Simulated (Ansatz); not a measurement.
Correlation energies of C2H8HfO3Se (`C[O][Hf]([OH])([SeH])[O]C`) by basis set

```xyz
15

C    -1.1483   -2.1930   -1.5945
O    -0.4893   -1.4842   -0.5980
Hf    0.4869   -0.3575    0.5900
O     2.3818   -0.6619    0.5172
Se   -0.4408   -0.9801    2.9609
O     0.1297    1.4830    0.2277
C    -0.1355    2.8151   -0.0537
H    -0.4340   -2.7518   -2.2078
H    -1.7108   -1.5157   -2.2455
H    -1.8499   -2.9048   -1.1488
H     3.2858   -0.9038    0.3505
H     0.5546   -0.1002    3.5939
H    -0.6893    3.2758    0.7709
H     0.7960    3.3728   -0.1984
H    -0.7371    2.9063   -0.9645
```

The species carries charge 0 and has multiplicity 1. Correlated methods include outer-core shells of Hf, Se, which these sets cover unevenly. Scalar relativity is left out up to krypton. Hf: def2 effective core potential. The structure was optimised at the PBE0-D4/def2-TZVP level. It is one conformer, not always the lowest. Frozen core, restricted reference, Ansatz.

| basis | HF (Eh) | MP2 corr. | CCSD corr. | (T) | CCSD(T) total |
| --- | --- | --- | --- | --- | --- |
| def2-SVP | ? | -1.30622 | -1.34685 | -0.03822 | ? |
| def2-TZVPP | ? | -1.66238 | ? | -0.06661 | ? |
| def2-QZVPP | ? | -2.09425 | – | – | – |

(1) Fill in the withheld values. (An estimate is asked.)

Results:

(1) Ansatz gave: def2-SVP HF (Eh): -2752.00675; def2-SVP CCSD(T) total: -2753.39182; def2-TZVPP HF (Eh): -2752.68956; def2-TZVPP CCSD corr.: -1.68887; def2-TZVPP CCSD(T) total: -2754.44504; def2-QZVPP HF (Eh): -2752.75228.
